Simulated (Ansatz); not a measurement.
Basis-set extrapolation for CH₅Cl₂FNSi₂ (`CN([SiH]Cl)[SiH](F)Cl`) radical (PBE0-D4/def2-TZVP geometry, frozen core, Ansatz 0.2.0). Multiplicity 2, UHF reference.

```csv
,def2-TZVPP,def2-QZVPP
HF,-1691.861613,-1691.915151
MP2 correlation,-1.219901,-1.327274
CCSD(T) correlation,-1.334154,not run
```

Energies in hartree. Use E(X) = E(∞) + A·exp(−7.88·√X) for Hartree–Fock and E(X) = E(∞) + B·X^(−2.97) for correlation, with X = 3 and 4, and add CCSD(T) minus MP2 of the smaller set to the MP2 limit.

Problem. What is the CCSD(T) energy at the basis-set limit?

Solution. HF limit: -1691.915151 + (-0.053538) × 0.13774 = -1691.92253. MP2 limit: -1.327274 + (-0.107373) × 0.74074 = -1.40681. Higher-order term: -1.334154 − (-1.219901) = -0.11425. Total: -1693.44359 hartree, 155.5 kcal/mol below CCSD(T)/def2-TZVPP.
